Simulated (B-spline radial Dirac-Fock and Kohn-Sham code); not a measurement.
# Run log: Eu³⁺

ΔSCF core binding energies without Breit or QED terms, calculated with a radial finite-basis atomic code. Keys: rel is the Hamiltonian (dirac, or spin-free x2c and nr, where L3 and M5 stand for the whole 2p and 3d shells), method is hf or an exchange,correlation pair (spin-unpolarised, also for the hole states), nuc the nuclear model, radius_factor scales its radius, rmax is the box in bohr, h the logarithmic mesh step, order the B-spline order, points the quadrature points per cell, c_factor scales the speed of light, and damp, ndamp, maxit and tol steer the iteration. The run stops when the commutator error falls below 10·tol·max(1, Z/10), or the numerical noise floor, and the energy has settled to about 1e-8 Ha; the virial ratio is −V/T.

Input (task.json):

```json
{"items": [{"Z": 63, "q": 3, "cfg": [[1, 0, 2], [2, 0, 2], [2, 1, 6], [3, 0, 2], [3, 1, 6], [3, 2, 10], [4, 0, 2], [4, 1, 6], [4, 2, 10], [4, 3, 6], [5, 0, 2], [5, 1, 6]], "A": 153, "rrms": 5.1115, "do": "settings", "holes": ["K", "L3", "M5"],
  "settings": [{"rel": "dirac", "method": "hf", "nuc": "fermi", "radius_factor": 1.0, "rmax": 45.0, "h": 0.9, "order": 8, "points": 10, "c_factor": 1.0, "maxit": 80, "damp": 0.5, "ndamp": 3, "tol": 1e-08}]}]}
```

Command: `python xray2_run.py task.json out`

Ground-state iterations:

```
iter   energy (Ha)        error
   1   -10605.91750269  4.76e+00
   2   -10653.99960555  1.90e+00
   3   -10659.26692086  6.60e-01
   4   -10660.10414852  2.28e-01
   5   -10660.30734334  8.60e-02
   6   -10660.32163727  7.20e-03
   7   -10660.32190353  1.13e-03
   8   -10660.32191054  1.25e-04
   9   -10660.32191059  5.87e-06
  10   -10660.32191059  5.23e-07
```

The ground state converged in 10 iterations, with total energy -10660.32191 Ha, virial ratio 1.90786 and highest orbital energy -55.79 eV. ΔSCF binding energies: K (1s) 49044.9 eV, L3 (2p3/2) 7247.8 eV, M5 (3d5/2) 1353.2 eV.

Task: One setting is unsound. Which, and why?

Result: h is too large to resolve the orbitals. With the default settings (Dirac Hartree-Fock): The ground state converged in 11 iterations, with total energy -10845.19343 Ha, virial ratio 1.91985 and highest orbital energy -43.30 eV. ΔSCF binding energies: K (1s) 48760.2 eV, L3 (2p3/2) 7031.6 eV, M5 (3d5/2) 1173.3 eV.
